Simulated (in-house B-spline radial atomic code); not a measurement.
**Ionising As with different functionals**

Computed with an all-electron radial atomic-structure program (B-spline basis): scalar-relativistic (spin-free X2C) Hamiltonian, Fermi nucleus of rms radius 4.0968 fm, spin-polarised at highest spin, spherical fractional occupations for the functionals, and exact exchange of hybrids averaged over the configuration. The ionisation energy is the difference of two self-consistent energies, [Ar] 3d10 4s2 4p3 → [Ar] 3d10 4s2 4p2, without Breit or QED terms; ε is the level of the shell that loses the electron (its least bound occupied spin orbital). There is no spin-orbit coupling in this Hamiltonian.

| method | rung | ΔSCF (eV) | -ε(4p) (eV) |
| --- | --- | --- | --- |
| PBE0 | global hybrid | 9.97 | 7.10 |
| B3LYP | global hybrid | 9.82 | 6.70 |
| TPSSh | global hybrid | 10.02 | 6.49 |
| BHandHLYP | global hybrid | 9.73 | 7.95 |
| r2SCAN0 | global hybrid | 10.23 | 7.37 |
| B97-1 | global hybrid | 9.78 | 6.73 |
| HSE06 | range-separated hybrid | 9.94 | 6.67 |
| wB97X | range-separated hybrid | 9.66 | 9.21 |
| CAM-B3LYP | range-separated hybrid | 9.80 | 8.23 |
| LC-wPBE | range-separated hybrid | 9.98 | 9.77 |

**Question.** Among the functionals, which spreads more, the ΔSCF values or the orbital energies?

**Answer.** The orbital energies: ΔSCF values span about 0.57 eV and the orbital energies 3.28 eV; here energy differences depend much less on the functional than eigenvalues do.

**Question.** How do they compare with the NIST value?

**Answer.** NIST lists 9.789 eV (measured, ground level to ground level). Errors run from -0.13 to +0.44 eV; CAM-B3LYP is closest (+0.01 eV), but part of that can be cancellation, since the calculations leave out spin-orbit coupling, Breit-QED terms, multiplet and fine-structure energies.
